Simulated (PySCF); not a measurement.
Two species compared at the same levels of theory.

First species: C6H12OSi2.
SMILES: `C=C1CC[C@@H]2[SiH2]O[SiH2][C@H]12`

Second species: C6H11ClO2S.
SMILES: `C=CCC(C)(C)S(=O)(=O)Cl`

Levels: PBE0/pcSseg-1 for HOMO energy, LUMO energy and HOMO–LUMO gap. Geometries: GFN2-xTB. Each species is one conformer at its optimised geometry, gas phase, non-relativistic unless stated. Electronic properties by PySCF.

Dipoles, sizes and rotational constants follow the conformer. The torsions of the flexible species, by atom-mapped SMILES:
- `[CH2:1]=[CH:2][CH2:3][C:4]([CH3:5])([CH3:6])[S:7](=[O:8])(=[O:9])[Cl:10]`: C1–C2–C3–C4 -115°, C2–C3–C4–C5 -62°, C3–C4–S7–O8 58°

The conformers of `C=C1CC[C@@H]2[SiH2]O[SiH2][C@H]12` aren't listed.

```
     property  column X  column Y
  HOMO energy  -7.66 eV  -6.80 eV
  LUMO energy  -1.17 eV   0.02 eV
HOMO–LUMO gap   6.49 eV   6.82 eV
```

**Question.** Which column belongs to which species?

**Answer.** Column X is the second species and column Y the first. The first has 21 atoms and 84 electrons, the second 21 and 96.

**Question.** How does each property change from the first species to the second?

**Answer.** HOMO energy -0.86 eV; LUMO energy -1.19 eV; HOMO–LUMO gap -0.33 eV.

